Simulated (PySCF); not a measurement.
**Question.** What does the PBE0-D3(BJ)/def2-SVP structure of `BP[SiH2]O` look like in three dimensions?

**Answer.** 
```xyz
10
BH6OPSi angstrom
B      2.0078   -0.1874   -0.6762
P      0.5946   -0.9170    0.2614
Si    -1.1007    0.5471    0.1642
O     -2.5348   -0.1482    0.6408
H      3.1390   -0.3406   -0.2875
H      1.7806    0.3307   -1.7426
H      0.9725   -1.0245    1.6245
H     -1.1027    0.9783   -1.2665
H     -0.9168    1.7074    1.0741
H     -2.7862   -0.9597    0.1890
```

Any rigid rotation of these coordinates is as good. Atoms count from 1 in this order. Si3 (oxygen-bound silicon) is distorted tetrahedral (angles from 103.4° to 113.2°). P2 (three-coordinate phosphorus) is pyramidal (angles 108.3°, 107.4° and 107.0°, sum 322.7°, 0.64 Å off the plane of its three neighbours). O4 (silanol oxygen) is bent (angle 116.3°). B1 (three-coordinate boron) is planar (angles 121.1°, 120.3° and 118.3°, sum 359.6°, 0.05 Å off the plane of its three neighbours).

Bonds between heavy atoms (Å): B1–P2 1.846, P2–Si3 2.242, Si3–O4 1.663.

Method used: PBE0-D3(BJ)/def2-SVP geometry optimisation, gas phase (PySCF).

Point group: C1 (no symmetry element, even within 0.4 Å). No frequency check. One conformer, not necessarily the lowest (H–B1–P2–Si3 143° and -44°, B1–P2–Si3–O4 166°, P2–Si3–O4–H -54°).

Hardware: an Arm Neoverse V1 with one thread, shared host with 32 logical CPUs at a one-minute load of 17. Cost: 29 s wall, 0.39 GiB resident at most. That covers the optimisation of the geometry.
